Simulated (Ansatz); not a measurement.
Ansatz results at the PBE0-D4/def2-TZVP geometry: HOMO–LUMO gap (ωB97M-V/def2-TZVPP) 9.63 eV; size of the dipole moment (PBE/def2-TZVPP) 1.95 D; LUMO energy (ωB97M-V/def2-TZVPP) -0.12 eV.

Each molecule was computed in one conformer, which needn't be the lowest.

(1) Which molecule gave them?
A. `[CH3][AlH][CH2]Br`
B. `[AlH2][CH2]CBr`
C. `N=CF`
D. `[AlH2][S][AlH][SiH3]`

Results:

(1) B. The others give `[AlH2][S][AlH][SiH3]`: 9.07, 2.16, -0.44; `[CH3][AlH][CH2]Br`: 9.82, 1.30, 0.36; `N=CF`: 13.42, 2.62, 2.17.
